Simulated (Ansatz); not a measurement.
Geometry optimisation, RKS PBE0/def2-SVP (Ansatz 0.2.0).

input.yaml

```yaml
crystal:
  periodic: [false, false, false]
  atoms:
    - { symbol: Si, position_ang: [-0.436212, -0.468213, -0.960067] }
    - { symbol: S, position_ang: [0.522168, 1.498289, 1.731195] }
    - { symbol: H, position_ang: [-1.376482, 0.60407, -0.558407] }
    - { symbol: H, position_ang: [-0.970905, -1.296835, -2.076421] }
    - { symbol: "N", position_ang: [-0.076904, -1.529258, 0.326205] }
    - { symbol: H, position_ang: [1.056486, 1.91511, 0.557149] }
    - { symbol: Br, position_ang: [1.338776, 0.631087, -1.92507] }
    - { symbol: H, position_ang: [-0.60836, 2.216517, 1.552991] }
    - { symbol: H, position_ang: [0.224199, -1.129415, 1.208112] }
    - { symbol: H, position_ang: [0.327234, -2.441352, 0.144312] }
basis:
  gaussian: { orbitals: def2-SVP }
hamiltonian:
  xc: pbe0
relax:
  f_tol: 0.03
  max_steps: 50
```

Command:

```bash
$ ansatz run input.yaml --threads 2 --pin off --max-ram 3072MiB --backend cpu --events-out ev --progress --plain --runs-dir out
```

Problem. Where does it end, and by what steps?

Solution. It converged. The force dipped under the threshold on the way, but the program's further checks kept it going. After 12 steps the energy has fallen by 0.078 eV; H3 moved furthest, 0.45 Å.

| step | energy less start (eV) | largest force component (eV/Å) | accepted |
| --- | --- | --- | --- |
| 0 | 0.0000 | 0.409 | yes |
| 1 | -0.0483 | 0.330 | yes |
| 2 | -0.0577 | 0.239 | yes |
| 3 | -0.0653 | 0.190 | yes |
| 4 | -0.0723 | 0.136 | yes |
| 5 | -0.0722 | 0.119 | no |
| 6 | -0.0741 | 0.058 | yes |
| 7 | -0.0741 | 0.146 | yes |
| 8 | -0.0767 | 0.047 | yes |
| 9 | -0.0771 | 0.041 | yes |
| 10 | -0.0776 | 0.028 | yes |
| 11 | -0.0778 | 0.038 | yes |
| 12 | -0.0779 | 0.030 | yes |

```xyz
10
Properties=species:S:1:pos:R:3
Si -0.523 -0.569 -1.133
S 0.722 1.586 2.020
H -1.627 0.391 -0.864
H -0.853 -1.541 -2.208
N -0.147 -1.414 0.304
H 1.215 1.694 0.765
Br 1.150 0.712 -1.979
H -0.420 2.225 1.685
H 0.023 -0.860 1.143
H 0.461 -2.225 0.267
```

Whether the end is a true minimum wasn't checked by a vibrational analysis.

Run time: 49 s on 2 threads of Arm Neoverse V2, with other jobs on the host, peak memory 0.28 GiB.
